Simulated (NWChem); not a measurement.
Everything below was run with NWChem. System: 1,2,4-triazole (C₂H₃N₃), charge 0, spin multiplicity 1, at a geometry optimised with B3LYP/def2-SVP. Level: RHF/STO-3G.

Output (cleaned and shortened):

```
             Northwest Computational Chemistry Package (NWChem) 7.3.0
             --------------------------------------------------------

                                NWChem Input Module
                                -------------------

 Scaling coordinates for geometry "geometry" by  1.889725989
 (inverse scale =  0.529177249)

 Turning off AUTOSYM since
 SYMMETRY directive was detected!

                             Geometry "geometry" -> ""
                             -------------------------

 Output coordinates in angstroms (scale by  1.889725989 to convert to a.u.)

  No.       Tag          Charge          X              Y              Z
 ---- ---------------- ---------- -------------- -------------- --------------
    1 C                    6.0000    -1.11938300    -0.02203100     0.00000000
    2 N                    7.0000    -0.41221700     1.14208000     0.00000000
    3 C                    6.0000     0.83824300     0.72623100     0.00000000
    4 N                    7.0000     0.86742600    -0.62716900     0.00000000
    5 N                    7.0000    -0.38450300    -1.12308100     0.00000000
    6 H                    1.0000    -2.20859700    -0.06079100     0.00000000
    7 H                    1.0000     1.73504900     1.34598900     0.00000000
    8 H                    1.0000     1.66544800    -1.25320700     0.00000000

 Effective nuclear repulsion energy (a.u.)     165.4559435942

            Nuclear Dipole moment (a.u.)
            ----------------------------
        X                 Y               Z
 ---------------- ---------------- ----------------
     0.0000037795     0.0000018897     0.0000000000

      Symmetry information
      --------------------

 Group name             Cs
 Group number              2
 Group order               2
 No. of unique centers     8

      Symmetry unique atoms

     1    2    3    4    5    6    7    8


 Summary of "ao basis" -> "" (spherical)
 ------------------------------------------------------------------------------
       Tag                 Description            Shells   Functions and Types
 ---------------- ------------------------------  ------  ---------------------
 *                           sto-3g                   on all atoms

 Summary of "ao basis" -> "ao basis" (spherical)
 ------------------------------------------------------------------------------
       Tag                 Description            Shells   Functions and Types
[...]
   Bfn.  Coefficient  Atom+Function         Bfn.  Coefficient  Atom+Function
  ----- ------------  ---------------      ----- ------------  ---------------
     9      0.678187  2 N  py                24      0.492127  5 N  py
     7      0.431381  2 N  s                  4     -0.228813  1 C  py
    22     -0.222154  5 N  s                 17      0.180488  4 N  s
    12     -0.172458  3 C  s                  8     -0.168213  2 N  px

 Vector   17  Occ=2.000000D+00  E=-3.547832D-01  Symmetry=a"
              MO Center= -6.2D-02,  2.4D-01,  1.9D-15, r^2= 1.8D+00
   Bfn.  Coefficient  Atom+Function         Bfn.  Coefficient  Atom+Function
  ----- ------------  ---------------      ----- ------------  ---------------
    20     -0.625821  4 N  pz                10      0.586315  2 N  pz
     5      0.414860  1 C  pz

 Vector   18  Occ=2.000000D+00  E=-3.162224D-01  Symmetry=a"
              MO Center= -1.3D-01, -1.6D-01,  2.3D-15, r^2= 1.9D+00
   Bfn.  Coefficient  Atom+Function         Bfn.  Coefficient  Atom+Function
  ----- ------------  ---------------      ----- ------------  ---------------
    25      0.603240  5 N  pz                15     -0.533365  3 C  pz
     5      0.436131  1 C  pz                10     -0.248939  2 N  pz
    20     -0.167945  4 N  pz

 Vector   19  Occ=0.000000D+00  E= 2.693611D-01  Symmetry=a"
              MO Center=  1.9D-01, -1.3D-01,  2.2D-15, r^2= 1.9D+00
   Bfn.  Coefficient  Atom+Function         Bfn.  Coefficient  Atom+Function
  ----- ------------  ---------------      ----- ------------  ---------------
    15      0.671777  3 C  pz                25      0.626511  5 N  pz
    20     -0.562717  4 N  pz                 5     -0.382808  1 C  pz
    10     -0.287600  2 N  pz

 Vector   20  Occ=0.000000D+00  E= 3.549865D-01  Symmetry=a"
              MO Center= -4.7D-01,  3.7D-01,  5.5D-16, r^2= 1.7D+00
   Bfn.  Coefficient  Atom+Function         Bfn.  Coefficient  Atom+Function
  ----- ------------  ---------------      ----- ------------  ---------------
    10     -0.728423  2 N  pz                 5      0.710429  1 C  pz
    15      0.462264  3 C  pz                25     -0.430309  5 N  pz

 Vector   21  Occ=0.000000D+00  E= 5.421235D-01  Symmetry=a'
              MO Center=  9.8D-01, -8.8D-01,  3.9D-16, r^2= 2.0D+00
   Bfn.  Coefficient  Atom+Function         Bfn.  Coefficient  Atom+Function
  ----- ------------  ---------------      ----- ------------  ---------------
    17      1.195938  4 N  s                 28     -1.033735  8 H  s
    14      0.345252  3 C  py                22     -0.344120  5 N  s
    23     -0.339677  5 N  px                26     -0.339422  6 H  s
    12     -0.336697  3 C  s                  2      0.317945  1 C  s
    19     -0.271677  4 N  py                18      0.238103  4 N  px

 center of mass
 --------------
 x =  -0.03236615 y =  -0.00091994 z =   0.00000000

 moments of inertia (a.u.)
 ------------------
         182.774980611046           0.634172490447           0.000000000000
           0.634172490447         175.622154894691           0.000000000000
           0.000000000000           0.000000000000         358.397135505737

  Mulliken analysis of the total density
  --------------------------------------

    Atom       Charge   Shell Charges
 -----------   ------   -------------------------------------------------------
    1 C    6     5.92   1.99  1.10  2.83
    2 N    7     7.27   2.00  1.66  3.61
    3 C    6     5.86   1.99  1.09  2.79
    4 N    7     7.23   1.99  1.43  3.81
    5 N    7     7.16   2.00  1.68  3.48
    6 H    1     0.91   0.91
    7 H    1     0.90   0.90
    8 H    1     0.75   0.75

       Multipole analysis of the density wrt the origin
       ------------------------------------------------

     L   x y z        total         open         nuclear
     -   - - -        -----         ----         -------
     0   0 0 0     -0.000000      0.000000     36.000000

     1   1 0 0      1.070658      0.000000      0.000004
     1   0 1 0     -0.292506      0.000000      0.000002
     1   0 0 1      0.000000      0.000000      0.000000

     2   2 0 0    -15.428774      0.000000    106.729769
     2   1 1 0     -0.430462      0.000000      0.364703
     2   1 0 1      0.000000      0.000000      0.000000
     2   0 2 0    -23.168779      0.000000     97.369643
     2   0 1 1      0.000000      0.000000      0.000000
     2   0 0 2    -19.998941      0.000000      0.000000

 Task  times  cpu:        0.3s     wall:        0.3s

 Total times  cpu:        0.3s     wall:        0.3s
```

Problem. Write an NWChem input that would produce this output.

Solution. One answer among several that fit: 
```
start mol
memory heap 200 mb stack 900 mb global 1100 mb
geometry units angstroms nocenter noautoz
  C     -1.119383    -0.022031     0.000000
  N     -0.412217     1.142080     0.000000
  C      0.838243     0.726231     0.000000
  N      0.867426    -0.627169     0.000000
  N     -0.384503    -1.123081     0.000000
  H     -2.208597    -0.060791     0.000000
  H      1.735049     1.345989     0.000000
  H      1.665448    -1.253207     0.000000
  symmetry group Cs
end
basis spherical
  * library sto-3g
end
scf
  rhf
  nopen 0
  maxiter 100
  thresh 1e-7
  semidirect memsize 60000000 filesize 0
end
task scf energy
```
